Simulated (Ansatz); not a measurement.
Ideal-gas functions of `C[O][InH][Br]` at 500 K and 1 bar, from an Ansatz frequency run at PBE0-D4/def2-TZVP.

Molar mass 226.76 g/mol, point group Cs (symmetry number 1), electronic degeneracy 1, moments of inertia 146.487, 373.53, 516.847 u Å². Harmonic wavenumbers (cm⁻¹, unscaled): 67, 86, 114, 235, 254, 389, 438, 547, 1118, 1174, 1198, 1476, 1492, 1496, 1913, 2998, 3063, 3067.

Use S(trans) = R[1.5 ln M + 2.5 ln T − 1.1517]; rotational temperatures θ = 24.2544 K / I; S(rot) = R[ln(√π/σ · √(T³/θAθBθC)) + 1.5]; for each mode x = 1.438777 ν̃/T, S = R[x/(eˣ − 1) − ln(1 − e⁻ˣ)] and H = RT x/(eˣ − 1); 1 cm⁻¹ = 0.0119627 kJ/mol; R = 8.31446 J/(mol·K).

Task: By hand: the entropy, in J/(mol·K).

Result: Translation 187.2. Rotation: θ = 0.1656, 0.0649, 0.0469 K, giving 126.3. Vibration, mode by mode: 22.01, 19.95, 17.62, 11.72, 11.10, 7.80, 6.92, 5.35, 1.46, 1.28, 1.21, 0.63, 0.61, 0.60, 0.22, 0.01, 0.01, 0.01, in all 108.5. Electronic 0.0. Sum 422.0 J/(mol·K).

Task: By hand: H − E and G − E in kJ/mol, counted from the electronic energy.

Result: Zero-point energy ½ × 21125 × 0.0119627 = 126.4; thermal vibration 25.1; translation, rotation and pV give 4 RT = 16.6. H − E = 168.1 kJ/mol, and G − E = 168.1 − 500 × 422.0/1000 = -42.9 kJ/mol.

Vibration gives 26 % of the entropy, 59.6 J/(mol·K) of it from the modes under 150 cm⁻¹: soft modes count most, and the harmonic formula is weakest for them. The sum counts one conformer and one mirror image; others add a mixing term.
